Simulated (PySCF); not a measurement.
Isomers of C5H11ClOSi, mass 150.027 u with the commonest isotopes. Method: PBE0/pcSseg-1 in PySCF (dipole) on a GFN2-xTB geometry, gas phase. One conformer each, none proved a minimum here; rigid rotors.

Question: Order these by dipole moment, smallest first.
A. `[CH3:1][CH2:2]/[CH:3]=[CH:4]/[CH2:5][O:6][SiH2:7][Cl:8]` with C1–C2–C3–C4 -125°, C3–C4–C5–O6 115°, C4–C5–O6–Si7 155°, C5–O6–Si7–Cl8 180°
B. `[CH3:1][CH2:2][Si@H:3]([CH2:4][Cl:5])[CH2:6][CH:7]=[O:8]` with C1–C2–Si3–C4 179°, C2–Si3–C4–Cl5 -61°, C2–Si3–C6–C7 164°, Si3–C6–C7–O8 86°
C. `[CH3:1]/[C:2]([SiH3:3])=[C:4](/[Cl:5])[CH2:6][CH2:7][OH:8]` with C2–C4–C6–C7 -96°, C4–C6–C7–O8 66°, C6–C7–O8–H -58°

Answer: C (1.10 D), A (2.70 D), B (2.92 D).

Question: Order these by radius of gyration √(Σ m r²/M), smallest first.
A. `[CH3:1][CH2:2][Si@H:3]([CH2:4][Cl:5])[CH2:6][CH:7]=[O:8]` with C1–C2–Si3–C4 179°, C2–Si3–C4–Cl5 -61°, C2–Si3–C6–C7 164°, Si3–C6–C7–O8 86°
B. `[CH3:1][CH2:2]/[CH:3]=[CH:4]/[CH2:5][O:6][SiH2:7][Cl:8]` with C1–C2–C3–C4 -125°, C3–C4–C5–O6 115°, C4–C5–O6–Si7 155°, C5–O6–Si7–Cl8 180°
C. `[CH3:1]/[C:2]([SiH3:3])=[C:4](/[Cl:5])[CH2:6][CH2:7][OH:8]` with C2–C4–C6–C7 -96°, C4–C6–C7–O8 66°, C6–C7–O8–H -58°

Answer: C (2.197 Å), A (2.299 Å), B (3.015 Å).

Question: Order these by rotational constant C, smallest first.
A. `[CH3:1]/[C:2]([SiH3:3])=[C:4](/[Cl:5])[CH2:6][CH2:7][OH:8]` with C2–C4–C6–C7 -96°, C4–C6–C7–O8 66°, C6–C7–O8–H -58°
B. `[CH3:1][CH2:2][Si@H:3]([CH2:4][Cl:5])[CH2:6][CH:7]=[O:8]` with C1–C2–Si3–C4 179°, C2–Si3–C4–Cl5 -61°, C2–Si3–C6–C7 164°, Si3–C6–C7–O8 86°
C. `[CH3:1][CH2:2]/[CH:3]=[CH:4]/[CH2:5][O:6][SiH2:7][Cl:8]` with C1–C2–C3–C4 -125°, C3–C4–C5–O6 115°, C4–C5–O6–Si7 155°, C5–O6–Si7–Cl8 180°

Answer: C (374.8 MHz), B (688.7 MHz), A (751.4 MHz).

```json
{"SMILES": "CC[Si@H](CCl)CC=O", "point group": "C1", "Ia (u·Å²)": "399.69", "Ib (u·Å²)": "452.95", "Ic (u·Å²)": "733.85", "κ": "0.48", "μa (D)": "2.90", "μb (D)": "0.31", "μc (D)": "0.03"}
{"SMILES": "C/C([SiH3])=C(/Cl)CCO", "point group": "C1", "Ia (u·Å²)": "284.11", "Ib (u·Å²)": "492.04", "Ic (u·Å²)": "672.59", "κ": "-0.46", "μa (D)": "0.16", "μb (D)": "0.51", "μc (D)": "0.97"}
{"SMILES": "CC/C=C/CO[SiH2]Cl", "point group": "C1", "Ia (u·Å²)": "112.04", "Ib (u·Å²)": "1267.18", "Ic (u·Å²)": "1348.37", "κ": "-0.99", "μa (D)": "1.97", "μb (D)": "1.84", "μc (D)": "0.05"}
```
